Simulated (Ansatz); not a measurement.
Stepwise reaction of `C[O][GeH]([SH])[O]C` with hydrogen, as a gas-phase model of exchange steps in deposition or etching. ΔE in kJ/mol.

Isolated molecules relaxed with PBE0-D4/def2-TZVP in Ansatz; ΔE leaves out vibrations. CCSD(T)/CBS adds triple-zeta CCSD(T) − MP2 to the extrapolated MP2 energy (def2 sets, frozen cores). This one scheme is used for every species. DFT in def2-TZVPP. B3LYP here is the variant with VWN-RPA as its local correlation; programs differ in this. For Ge outer-core shells are correlated without core-valence functions, which leaves a few kJ/mol of doubt a bond. Scalar relativity is left out up to krypton. Each species was taken in one conformer, which may not be the lowest.

| step | reaction | PBE-D4 | B3LYP-D4 | ωB97M-V | CCSD(T)/CBS |
| --- | --- | --- | --- | --- | --- |
| 1 | `C[O][GeH]([SH])[O]C` + H₂ → `C[O][GeH2][SH]` + CH₃OH | 20.8 | 24.4 | 23.5 | 25.5 |
| 2 | `C[O][GeH2][SH]` + H₂ → `[SH][GeH3]` + CH₃OH | 17.6 | 19.8 | 17.1 | 19.0 |

By hand: ΔE of the 2 steps together at CCSD(T)/CBS.

(25.5) + (19.0) = 44.5 kJ/mol, or 22.2 kJ/mol a step.

In ΔE each step is lower than the one before. All are uphill at CCSD(T)/CBS. PBE-D4 differs from CCSD(T)/CBS by -4.7 to -1.4 kJ/mol a step. Isolated molecules leave out the surface, adducts and barriers. Largest T1 diagnostic: 0.012.
